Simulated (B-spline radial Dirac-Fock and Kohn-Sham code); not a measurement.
**Kohn-Sham estimates against Dirac-Fock for the levels of Tm⁴⁴⁺**

System: thulium as Tm⁴⁴⁺, [Ar] 3d7.

The density-functional columns are spherical, spin-unpolarised Dirac-Kohn-Sham results without Breit or QED terms: −ε is minus the orbital energy of the initial state and ΔSCF the difference of two total energies. The reference in the last column comes from ΔSCF Dirac-Fock with Breit, self-energy and vacuum polarisation, finite nucleus, configuration average. All numbers are from a radial B-spline solver, in eV; a selection of levels is shown. The Kohn-Sham columns are given as differences from the reference. For the 1s level of heavy atoms much of the gap between ΔSCF and the reference is the Breit and QED part, -277.0 eV here; for other levels the error of the functional can be larger.

```
     level  LDA −ε − DF  LDA ΔSCF − DF  Dirac-Fock
    K (1s)       -276.7         +265.6     61810.5
   L1 (2s)       -176.4          -50.2     12478.9
L2 (2p1/2)       -133.9          +19.0     11989.7
L3 (2p3/2)       -143.3           -4.9     11012.0
   M1 (3s)        -88.0          -34.3      4451.7
M2 (3p1/2)        -67.4          -10.9      4243.9
M3 (3p3/2)        -67.7          -14.2      4016.4
 M4,5 (3d)        -58.3           +2.3      3673.1
```

Values without a named source are computed, but for edge energies of neutral atoms, which are taken from tables.
